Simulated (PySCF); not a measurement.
TiH₄ + Cl₂ → TiH₂ + 2 HCl

Level: PBE0 in the def2-TZVP basis family, all electrons, no relativity, computed in PySCF with density fitting; open shells unrestricted.

| species | state and structure | E (Eh) | ZPE (kJ/mol) | H(298 K) − H(0) (kJ/mol) | S° (J/(mol K)) |
| --- | --- | --- | --- | --- | --- |
| TiH₄ | singlet, Td, Ti–H 1.693 Å (×4) | -851.52217 | 58.5 | 12.5 | 223.2 |
| Cl₂ | singlet, D∞h, Cl–Cl 1.982 Å | -920.08940 | 3.5 | 9.1 | 222.5 |
| TiH₂ | triplet, C2v, Ti–H 1.757 Å (×2); H–Ti–H 122.2° | -850.34086 | 22.5 | 10.4 | 227.1 |
| HCl | singlet, C∞v, H–Cl 1.279 Å | -460.66440 | 17.9 | 8.7 | 186.6 |

Question: What is the electronic reaction energy?

Answer: At PBE0/def2-TZVP, ΔE = -152.5 kJ/mol from the differences of the total energies times 2625.5, downhill. 

Question: Add zero-point, thermal and entropy terms for 298.15 K and 1 bar.

Answer: ΔZPE = -3.7 and Δ[H(298) − H(0)] = 6.2 kJ/mol give ΔH° = -150.0 kJ/mol. ΔS° = 154.6 J/(mol K), so ΔG° = -150.0 − 298.15 × (0.1546) = -196 kJ/mol.

Open d or f shells are single determinants, so the state found may not be the ground state. Only the bonding shown was studied: isomers, or loss of a ligand pair, can lie lower.
